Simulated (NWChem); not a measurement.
Molecule: CH4O3Si; SMILES O=CO[SiH2]O

```xyz
9

O      0.9222    -1.5157     0.2808
C     -0.1971    -1.5717    -0.1610
O     -0.9950    -0.5272    -0.3085
Si    -0.4261     1.0089     0.2409
O      1.0700     1.3243    -0.3672
H     -0.6810    -2.5123    -0.4966
H     -0.4781     0.9508     1.7255
H     -1.3808     1.9816    -0.3303
H      1.7104     0.6345    -0.1460
```
Atoms are numbered in this order, from 1.

All runs: NWChem. Medium grid unless said otherwise, to which SCAN and Minnesota functionals are sensitive. Structure relaxed at the PBE0/def2-SVP level. Hybrids' shares of exact exchange are those that their runs print; pure functionals count as 0. The functionals differ in more than this share.

```
row               share of exact exchange  orbital gap (eV)
----------------  -----------------------  ----------------
PBE/def2-TZVP                        0.00              5.31
BLYP/def2-TZVP                       0.00              5.33
B3LYP/def2-TZVP                      0.20              7.59
PBE0/def2-TZVP                       0.25              8.14
M06-2X/def2-TZVP                     0.54          withheld
```

Q: Fit a straight line of the last column on the one before it, predict the withheld value, and compare with the run.

A: 
1. Means of the 4 shown rows: x = 0.113, y = 6.593. Slope Σ(x − x̄)(y − ȳ)/Σ(x − x̄)² = 0.5864/0.05188 = 11.30; intercept 5.321.
2. The shown rows scatter about the line by 0.009 (root mean square); the largest residual is -0.01, at PBE/def2-TZVP.
3. At x = 0.54 (M06-2X/def2-TZVP; beyond the shown range) the line gives 11.42.
4. The run gives 10.90, -0.52 from the line.
